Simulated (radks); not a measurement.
Values are calculated unless marked as measured or tabulated.
All-electron atom: Mo4+ in [Kr] 4d2.

Level of theory: Dirac Kohn-Sham, B86b exchange with PBE correlation, spin-unpolarised, spherical densities, finite nucleus; open shells are shared between the two j in proportion to 2j + 1; Fermi nuclear charge, rms radius 4.4091 fm (a radial shooting solver on a logarithmic mesh with Libxc functionals).

Energy parts (eV):
| part | energy |
|---|---|
| total | -110109.473 |
| kinetic | 114179.551 |
| electron-nucleus | -264186.254 |
| Hartree | 43238.788 |
| exchange-correlation | -3341.558 |

Orbitals (lengths in bohr, moments of r in powers of bohr; r(90%) holds 90 % of the orbital's charge):
| orbital | occ. | eigenvalue (eV) | <r^2> | r(90%) |
|---|---|---|---|---|
| 1s1/2 | 2 | -19864.19 | 0.001668 | 0.0630 |
| 2s1/2 | 2 | -2847.332 | 0.02779 | 0.237 |
| 2p1/2 | 2 | -2623.280 | 0.02098 | 0.214 |
| 2p3/2 | 4 | -2516.696 | 0.02235 | 0.220 |
| 3s1/2 | 2 | -525.1676 | 0.2105 | 0.633 |
| 3p1/2 | 2 | -439.9191 | 0.2086 | 0.640 |
| 3p3/2 | 4 | -422.3556 | 0.2189 | 0.655 |
| 3d3/2 | 4 | -271.7402 | 0.2050 | 0.660 |
| 3d5/2 | 6 | -268.4124 | 0.2084 | 0.665 |
| 4s1/2 | 2 | -111.2959 | 1.336 | 1.58 |
| 4p1/2 | 2 | -86.4937 | 1.574 | 1.73 |
| 4p3/2 | 4 | -83.8241 | 1.644 | 1.76 |
| 4d3/2 | 0.8 | -46.5119 | 2.657 | 2.30 |
| 4d5/2 | 1.2 | -46.1869 | 2.691 | 2.32 |
| 5s1/2 | 0 | -36.5636 | 7.079 | 3.57 |
| 5p1/2 | 0 | -29.9213 | 8.897 | 4.01 |
| 5p3/2 | 0 | -29.4038 | 9.184 | 4.07 |
| 4f5/2 | 0 | -18.2017 | 10.32 | 4.58 |
| 4f7/2 | 0 | -18.1974 | 10.33 | 4.59 |

The highest occupied level is 4d5/2 at -46.187 eV. Summed over all electrons, <r^2> = 21.72 bohr^2, which gives a Langevin (diamagnetic) susceptibility term of -17.2 x 10^-6 cm^3/mol.
